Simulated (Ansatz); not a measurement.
Computed with Ansatz on PBE0-D4/def2-TZVP structures; ΔE is electronic, products minus reactants. CCSD(T)/CBS adds triple-zeta CCSD(T) − MP2 to the extrapolated MP2 energy (def2 sets, frozen cores). Each species was taken in one conformer, which may not be the lowest.

Reaction (ligand exchange at the Si–N bond): `CC(S)N[SiH3]` + `CB(O)F` → `CB(F)O[SiH3]` + `CC(N)S`

`CC(S)N[SiH3]`:

```xyz
14

C     1.687    1.020   -0.467
C     0.626    0.221    0.264
S     1.497   -1.232    1.014
N    -0.469   -0.122   -0.591
Si   -2.059   -0.438   -0.005
H     2.501    1.301    0.203
H     1.238    1.924   -0.883
H     2.108    0.433   -1.288
H     0.235    0.811    1.097
H     0.411   -1.767    1.595
H    -0.173   -0.605   -1.428
H    -2.487    0.723    0.818
H    -2.175   -1.655    0.856
H    -2.938   -0.615   -1.187
```

`CB(O)F`:

```xyz
8

C     0.634    0.394    0.697
B    -0.460   -0.121   -0.287
O    -0.170   -0.955   -1.312
F    -1.736    0.264   -0.130
H     0.382    0.112    1.724
H     1.624    0.007    0.461
H     0.671    1.487    0.682
H    -0.945   -1.188   -1.834
```

`CB(F)O[SiH3]`:

Z-matrix (Å, degrees):
```
C
B 1 1.559
H 1 1.089 2 112.7
H 1 1.094 2 110.2 3 -121.7
H 1 1.094 2 110.2 3 121.7
F 2 1.342 1 119.1 3 179.7
O 2 1.351 1 123.2 3 -0.3
Si 7 1.659 2 131.9 1 180.0
H 8 1.483 7 110.2 2 -61.0
H 8 1.484 7 110.2 2 60.6
H 8 1.481 7 106.4 2 179.8
```

`CC(N)S`:

Z-matrix (Å, degrees):
```
C
C 1 1.518
H 1 1.093 2 111.9
H 1 1.093 2 110.5 3 120.8
H 1 1.095 2 109.6 3 -119.6
N 2 1.445 1 115.5 3 177.7
S 2 1.830 1 111.9 3 -62.6
H 2 1.093 1 109.6 3 56.6
H 6 1.012 2 110.6 1 -68.6
H 6 1.014 2 110.5 1 51.4
H 7 1.342 2 96.9 1 35.3
```

```tsv
species	HF/def2-TZVPP energy (Eh)
`CC(S)N[SiH3]`	-821.97908
`CB(O)F`	-239.42529
`CB(F)O[SiH3]`	-529.57326
`CC(N)S`	-531.84884
```

Q: Work out ΔE.

A: ΔE = (-529.57326) + (-531.84884) − (-821.97908) − (-239.42529) = -0.01773 Eh = -46.6 kJ/mol. CCSD(T)/CBS gives -30.2 kJ/mol.

Largest T1 diagnostic among the species: 0.012.

The D4 term adds +5.5 kJ/mol with B3LYP and +3.1 kJ/mol with PBE0; it sums over pairs of atoms, weighted by their polarisabilities, and B3LYP, whose exchange is more repulsive, gets the larger term. In def2-TZVPP, CCSD(T) changes the Hartree–Fock value by +17.2 kJ/mol (the triples alone add +2.8 kJ/mol) and MP2 by +19.6 kJ/mol.

B3LYP here is the variant with VWN-RPA as its local correlation; programs differ in this.
